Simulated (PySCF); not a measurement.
Calculation: PBE-D3(BJ)/def2-TZVP // B3LYP-D3(BJ)/def2-SVP in PySCF. All species are isolated molecules in the gas phase. One relaxed conformer stands for a flexible species; it need not be the lowest. Excitations are Tamm–Dancoff values on a coarser integration grid. The basis has no diffuse functions, so Rydberg states are missing or too high.

Reference species (SMILES): `[CH2](C)[Sn]([CH3])([CH3])[CH3]` (C–C–Sn–C torsion 60°) (neutral, multiplicity 1).

- S1 excitation (TDA): 5.91 eV
- S1–T1 gap (TDA): 0.32 eV
- T1 excitation (TDA): 5.59 eV

Changed species: `C[CH2][Sn]([CH3])([CH2]C)[CH3]` (C–C–Sn–C torsion -60°, C–Sn–C–C torsion 60°) (2 of 4 CH3 replaced by C2H5; the reference has 1 of 4 CH3 replaced by C2H5).

Predict the effect on the S1 excitation (TDA), S1–T1 gap (TDA) and T1 excitation (TDA).

the S1 excitation (TDA) drops by 0.14 eV, to 5.77 eV; the S1–T1 gap (TDA) drops by 0.02 eV, to 0.30 eV; the T1 excitation (TDA) falls by 0.12 eV, to 5.47 eV.
